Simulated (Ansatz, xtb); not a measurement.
**Relative energy of two isomers of C3H9NSn**

Structure X is `C[CH](C)[Sn][NH2]`, a singlet and structure Y is `CC[CH2][Sn][NH2]`, a singlet. Both are isolated molecules in the gas phase, relaxed with PBE0-D4/def2-SVP; the shapes shown needn't be the lowest conformers.

X (Å):

```xyz
14

C     0.2920    0.6060    2.6532
C     0.2668    0.7643    1.1384
C    -1.1424    0.6598    0.5695
N     0.5740   -2.2936    0.8457
Sn    1.6395   -0.7092    0.1563
H     1.3040    0.7338    3.0731
H    -0.0623   -0.3903    2.9679
H    -0.3587    1.3492    3.1516
H     0.6808    1.7552    0.8788
H    -1.5873   -0.3328    0.7541
H    -1.8221    1.4047    1.0250
H    -1.1699    0.8257   -0.5207
H    -0.2608   -2.2370    1.4226
H     0.8154   -3.2608    0.6554
```

Y (Å):

```csv
atom,x (Å),y (Å),z (Å)
C,1.1056,1.1626,2.2774
C,-0.1756,1.3828,1.4862
C,-0.8645,0.0806,1.0965
N,-0.5240,-2.9056,0.4072
Sn,0.3195,-1.1961,-0.2867
H,0.9090,0.5970,3.2029
H,1.8448,0.5838,1.6945
H,1.5869,2.1113,2.5608
H,-0.8571,2.0201,2.0798
H,0.0558,1.9722,0.5798
H,-1.1150,-0.5166,1.9919
H,-1.8200,0.2800,0.5771
H,-0.3190,-3.8285,0.0384
H,-1.2127,-2.9558,1.1527
```

**Question.** Estimate E(Y) − E(X) at the level CCSD(T)/def2-SVP + ΔMP2/def2-TZVPP.

**Answer.** CCSD(T)/def2-SVP + ΔMP2/def2-TZVPP gives E(Y) − E(X) = −1.08 kcal/mol, favouring structure Y, but this leans on the basis-set step: CCSD(T) alone gives −0.82 kcal/mol.

How the difference moves with the method:

```json
{"level": "PBE0-D4/def2-SVP", "geometry": "PBE0-D4/def2-SVP", "E(Y) − E(X) (kcal/mol)": "−1.05", "departure from the last row (kcal/mol)": "+0.02", "job, with rough time for the two": "optimisation, 1.9 min"}
{"level": "HF/def2-SVP", "geometry": "PBE0-D4/def2-SVP", "E(Y) − E(X) (kcal/mol)": "−2.53", "departure from the last row (kcal/mol)": "−1.46", "job, with rough time for the two": "part of the CCSD(T) run"}
{"level": "MP2/def2-SVP", "geometry": "PBE0-D4/def2-SVP", "E(Y) − E(X) (kcal/mol)": "−0.75", "departure from the last row (kcal/mol)": "+0.33", "job, with rough time for the two": "part of the CCSD(T) run"}
{"level": "CCSD(T)/def2-SVP", "geometry": "PBE0-D4/def2-SVP", "E(Y) − E(X) (kcal/mol)": "−0.82", "departure from the last row (kcal/mol)": "+0.26", "job, with rough time for the two": "single point"}
{"level": "CCSD(T)/def2-SVP + ΔMP2/def2-TZVPP", "geometry": "PBE0-D4/def2-SVP", "E(Y) − E(X) (kcal/mol)": "−1.08", "departure from the last row (kcal/mol)": "", "job, with rough time for the two": "single point, 77 s"}
```

As drawn, both hold the same kinds of bond in the same numbers. Structure X has 2 methyl groups, Y 1.

The largest departure from CCSD(T)/def2-SVP + ΔMP2/def2-TZVPP is that of HF/def2-SVP, 1.46 kcal/mol. Levels run at GFN2-xTB geometries aren't shown. The last row adds to CCSD(T) the change of the MP2 difference between the two basis sets, here −0.26 kcal/mol.

With thermal terms from frequencies at re-optimised GFN2-xTB minima (ideal gas, soft modes damped towards free rotors, one conformer each, 298.15 K, 1 atm): on the last row, ΔE + ΔZPE = −1.15, ΔH = −1.21, ΔG = −1.47 kcal/mol.

The correlated steps freeze 8 core orbitals; the filled d shell of Sn is correlated, in a basis made for valence electrons. Atoms past krypton carry core potentials in the def2 sets and no spin–orbit term is included. Programs: Ansatz 0.2.0, xtb 6.7.1; the last row on 2 threads of Arm Neoverse V2 on a shared host.
